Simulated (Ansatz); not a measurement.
Species: PbBr2, charge 0, singlet. PbBr2 (SMILES [Br][Pb][Br]).
B3LYP-D3(BJ)/def2-TZVP minimum from Ansatz (a quantum-chemistry and plane-wave program):
```xyz
3

Pb    -0.0040    -0.0060     0.7755
Br     1.1391    -1.6707    -0.9155
Br    -1.1297     1.6847    -0.9014
```

Wanted: atomisation energy (electronic, to ground-state atoms), in kJ/mol. UHF or UKS for unpaired electrons; spin-orbit terms are left out. Correlated methods leave the cores frozen (noble-gas shells, and filled d and f shells in the p block). Past Kr the def2 sets carry scalar-relativistic core potentials. CBS(X,Y): correlation extrapolated as X^-3, Hartree-Fock from the larger set. A bracket is a step between two methods taken in the basis named. Spin-orbit terms, left out, reach several kcal/mol for Br and I, and more for heavier atoms.

CCSD(T)/CBS(def2-TZVPP,def2-QZVPP) + [CCSDT(Q) - CCSD(T)]/def2-TZVPP (Ansatz) gives 671.7 kJ/mol.

Question: What does PBE/def2-TZVPD (Ansatz) give here, and how do the other levels compare?

Answer: PBE gives 705.5 kJ/mol, 33.8 kJ/mol above it. Differences of the others: PBE0/def2-TZVPD (Ansatz) 3.5; B2PLYP/def2-TZVPD (Ansatz) -13.3; CCSD(T)/CBS(def2-TZVPP,def2-QZVPP) (Ansatz) -1.2 kJ/mol.
